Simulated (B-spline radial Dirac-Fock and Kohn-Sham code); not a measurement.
# Core and valence levels of Zn¹⁶⁺

System: Zn¹⁶⁺ in the configuration [Ne] 3s2 3p2; nuclear rms radius 3.9283 fm (A = 64).

Level of theory: relaxed Dirac-Fock hole states (ΔSCF) with Breit and QED corrections and a finite nucleus; an atomic code on a B-spline grid. Correlation energy is missing from these numbers. Energies are counted from the vacuum level.

All terms are in eV, carry their sign (relaxation lowers the binding energy) and add up to the binding energy; ⟨r⟩ is the mean radius of the orbital in the initial state.

```csv
subshell,−ε (Koopmans),relaxation,Gaunt,retardation,QED,binding energy,⟨r⟩ (bohr)
K,10324.2,-24.83,-13.27,0.86,-5.84,10281.1,0.050
L1,1806.4,-4.71,-1.03,0.04,-0.62,1800.1,0.222
L2,1655.6,-6.25,-1.82,0.19,0.08,1647.8,0.193
L3,1631.0,-6.00,-1.29,0.21,0.03,1624.0,0.197
M1,618.5,-0.44,-0.21,0.02,-0.13,?,0.578
"M2,3",572.7,-0.44,-0.29,0.05,0.01,572.0,0.572
```

Question: Which binding energy belongs in the row of M1?

Answer: 617.8 eV, the sum of the terms in that row (to rounding).

For the deepest level, K (1s), the Breit terms make up -0.121 % of the binding energy, QED -0.057 % and orbital relaxation -0.242 %.

Spin-orbit splittings: 2p 23.85 eV.

Going to the tabulated ground configuration of the next ion removes an electron from M2,3 (3p), computed at 572.0 eV. NIST lists 577.8 ± 1.3 eV as the ionisation energy of this species (semi-empirical), +5.76 eV from the computed value. Where a p, d or f shell is open in either ion the computed value averages over both j values and all terms, while the table refers to the lowest levels; that difference holds spin-orbit splitting (largest in heavy or highly charged ions), term energies where several electrons share open shells, and correlation, and it can reach 10 % or more.
